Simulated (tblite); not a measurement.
Run record: tight-binding relaxation, `CC1(C[AsH][SiH2]C1)C`.

Computed with GFN2-xTB geometry optimisation, gas phase (tblite 0.8.0). Start geometry: from a force field or distance geometry. The input is one job of a driver script: a line of settings, then coordinates in Å.

Command:
```bash
OMP_NUM_THREADS=1 python probes_run.py task.json out
```

Input:
```
{"job": {"kind": "relax", "xc": "GFN2-xTB", "basis": "xTB"}, "charge": 0, "multiplicity": 1}
C     -1.090400     0.707100     1.118000
C     -0.443800    -0.041500    -0.041100
C     -1.522000    -0.961900    -0.578300
C      0.617200    -0.874700     0.490100
Si     2.278800    -0.583100    -0.184000
As     1.707300     1.652500    -0.667000
C     -0.111800     0.957900    -1.051500
H     -0.526200     0.508600     2.047800
H     -1.015200     1.803800     0.913700
H     -2.178500     0.499200     1.191400
H     -2.349500    -0.411200    -1.067700
H     -1.040600    -1.639800    -1.320600
H     -1.914400    -1.596100     0.255900
H      0.369800    -1.967500     0.376800
H      0.649800    -0.721800     1.610900
H      2.467700    -1.287500    -1.453200
H      3.401700    -0.678600     0.713900
H      1.560400     2.319900     0.754600
H     -0.797300     1.826400    -1.063900
H     -0.068100     0.499100    -2.048800
```

Output:
```
step      E/eV     max force
  0    -582.05747    4.064
  1    -582.52726    1.285
  2    -582.67032    0.923
  3    -582.79195    0.705
  4    -582.88041    0.686
  5    -582.93148    0.417
  6    -582.95797    0.410
  7    -582.97732    0.365
  8    -582.99193    0.349
  9    -583.00288    0.228
... (103 lines left out)
113    -583.37350    0.040
114    -583.37371    0.035
115    -583.37391    0.031
116    -583.37409    0.028
117    -583.37424    0.025
118    -583.37434    0.022
119    -583.37441    0.020
120    -583.37446    0.015
121    -583.37451    0.013
122    -583.37453    0.010
```

«max force» is the largest atomic force in eV/Å.

Problem. From which step on does the largest force stay under 0.1 eV/Å, and how much energy is left to gain from there?

Solution. From step 98 (0.087 eV/Å), 7.5 meV above the end.

In short: energy lowered by 30.4 kcal/mol over 122 steps; largest atomic force 0.010 eV/Å at the end.

Problem. Give the final coordinates.

Solution. 0.798 Å rms from the input after alignment:
```
atom  x, y, z in Å
C1    -0.7361    0.6738    1.2243
C2    -0.5114   -0.1374   -0.0508
C3    -1.7972   -0.9107   -0.3687
C4     0.6484   -1.1161    0.1508
Si5    2.3004   -0.1570    0.1547
As6    1.6185    1.6223   -1.1822
C7    -0.1890    0.7923   -1.2288
H8    -0.9740    0.0152    2.0575
H9     0.1561    1.2427    1.4853
H10   -1.5624    1.3710    1.0926
H11   -2.6340   -0.2274   -0.5037
H12   -1.6820   -1.4932   -1.2814
H13   -2.0416   -1.5933    0.4433
H14    0.6585   -1.8287   -0.6778
H15    0.4949   -1.6943    1.0612
H16    3.3552   -0.9975   -0.4338
H17    2.7147    0.1513    1.5328
H18    1.3585    2.5224    0.0033
H19   -0.9577    1.5665   -1.3232
H20   -0.2252    0.2086   -2.1585
```

Problem. How long does this job take on Arm Neoverse N1, one thread, no GPU, on a shared host?

Solution. About 1.7 s.
Labels such as C1 count atoms from 1, the log's own numbers from 0.
